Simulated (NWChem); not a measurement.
System: SiH$_{4}$Te; SMILES [TeH][SiH3]

The following NWChem deck was run.

```
start job
memory heap 200 mb stack 900 mb global 1100 mb
geometry units angstroms noautoz
  Te    -0.025528     0.640112     0.013179
  H      1.637679     0.693036    -0.019931
  Si    -0.015740    -1.865534     0.003133
  H      0.682951    -2.414997     1.201832
  H      0.626894    -2.406032    -1.230546
  H     -1.455221    -2.256409     0.034711
end
basis spherical
  Te library def2-svpd
  H library def2-svpd
  Si library def2-svpd
end
ecp
  Te library def2-ecp
end
dft
  xc b3lyp
  iterations 150
end
tddft
  nroots 8
  notriplet
end
task tddft energy
```

Geometry: optimised at PBE0/def2-SVP. def2 effective core potentials on Te; no spin-orbit coupling.

Vertical excitations in the gas phase.

### Question
What results follow from this input? (B3LYP/def2-SVPD with def2 effective core potentials on Te, full TDDFT.) Quantities: lowest excitation, singlet (eV); oscillator strength of that lowest state; lowest state with f > 0.02, singlet (eV); oscillator strength of that bright state; orbital gap (eV).

### Answer
```json
{
 "lowest excitation, singlet (eV)": "4.10",
 "oscillator_strength_of_that_lowest_state": "0.000",
 "lowest state with f > 0.02, singlet (eV)": "4.62",
 "oscillator_strength_of_that_bright_state": "0.028",
 "orbital gap (eV)": "5.20"
}
```
